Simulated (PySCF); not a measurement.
Predicted microwave data (PySCF 2.14.0, PBE0-D3(BJ)/def2-SVP geometry optimisation, gas phase) for one isomer of C2H10GeSi:

| Property | Result |
| --- | --- |
| Rotational constants | A = 5049, B = 1897, C = 1482 MHz |
| Dipole components | \|μa\| = 0.01 D, \|μb\| = 0.77 D, \|μc\| = 0.41 D |
| Inertial defect | -25.34 u·Å² |
| κ | -0.77 |

**Question.** Which structure is it? (One computed conformer of each.)
A. `C[C@@H]([SiH3])[GeH3]`
B. `[H][Ge]([CH3])([CH3])[SiH3]` (GeHMe2(SiH3))
C. `[CH3:1][CH2:2][SiH2:3][GeH3:4]` with C1–C2–Si3–Ge4 -63°

**Answer.** A. It is C[C@@H]([SiH3])[GeH3], an asymmetric top, point group C1. The candidates at the same level (rigid rotor, commonest isotopes):

| SMILES | A (MHz) | B (MHz) | C (MHz) | μa (D) | μb (D) | μc (D) | Δ (u·Å²) | point group | rotor |
| --- | --- | --- | --- | --- | --- | --- | --- | --- | --- |
| [H][Ge]([CH3])([CH3])[SiH3] | 4533 | 2397 | 1838 | 0.96 | 0.00 | 0.41 | -47.33 | near Cs | asymmetric top |
| C[C@@H]([SiH3])[GeH3] | 5049 | 1897 | 1482 | 0.01 | 0.77 | 0.41 | -25.34 | C1 | asymmetric top |
| CC[SiH2][GeH3] | 5891 | 1512 | 1298 | 0.99 | 0.24 | 0.25 | -30.67 | C1 | near-prolate asymmetric top |

`[H][Ge]([CH3])([CH3])[SiH3]` has B 26 % too high; `CC[SiH2][GeH3]` has B 20 % too low. No structure here is proved a minimum.
